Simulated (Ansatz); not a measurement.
`C[Si](O)(F)Cl` + H–F → `C[Si](F)(F)Cl` + H₂O at 400 K and 1 bar (ligand exchange at the Si–O bond).

Calculated with Ansatz (gas phase, PBE0-D4/def2-TZVP geometries, no zero-point term in ΔE). CBS: MP2 limit from def2 TZ/QZ plus the TZ coupled-cluster correction, frozen cores. This one scheme is used for every species. One conformer a species, not always the lowest.

```json
{"species": "`C[Si](O)(F)Cl`", "CCSD(T)/CBS energy (Eh)": "-964.48585", "H − E (kJ/mol)": "180.5", "S (J/(mol·K))": "379.1"}
{"species": "H–F", "CCSD(T)/CBS energy (Eh)": "-100.39570", "H − E (kJ/mol)": "36.5", "S (J/(mol·K))": "182.2"}
{"species": "`C[Si](F)(F)Cl`", "CCSD(T)/CBS energy (Eh)": "-988.51588", "H − E (kJ/mol)": "148.2", "S (J/(mol·K))": "366.4"}
{"species": "H₂O", "CCSD(T)/CBS energy (Eh)": "-76.37941", "H − E (kJ/mol)": "69.8", "S (J/(mol·K))": "198.6"}
```

H − E and S are ideal-gas, rigid-rotor, harmonic terms from PBE0-D4/def2-TZVP, for one conformer and one mirror image of each species. 1 Eh = 2625.50 kJ/mol, R = 8.31446 J/(mol·K).

Problem. By hand: ΔE, ΔH, ΔS and ΔG.

Solution. ΔE = (-988.51588) + (-76.37941) − (-964.48585) − (-100.39570) = -0.01374 Eh = -36.1 kJ/mol. Δ(H − E) = 148.2 + 69.8 − 180.5 − 36.5 = 1.0, so ΔH = -35.1 kJ/mol. ΔS = 366.4 + 198.6 − 379.1 − 182.2 = 3.7 J/(mol·K). ΔG = -35.1 − 400 × (3.7)/1000 = -36.6 kJ/mol.

Problem. By hand: the equilibrium constant, and the temperature at which ΔG would vanish if ΔH and ΔS stayed fixed.

Solution. log₁₀ K = −ΔG/(RT ln 10) = 4.8. ΔH and −TΔS have one sign here, so there is no such temperature. One of them is within its doubt of zero, so this could turn.

The number of gas molecules stays the same, so ΔS is small and ΔH decides. A doubt of 5 kJ/mol in ΔE shifts log₁₀ K by 0.7 here. Other conformers and mirror images would add mixing entropy, several J/(mol·K) or more a flexible species. These are equilibria of isolated gas molecules and say nothing of rates. Largest T1 diagnostic: 0.011 (customary marks: 0.02 for closed shells, 0.045 for open ones).
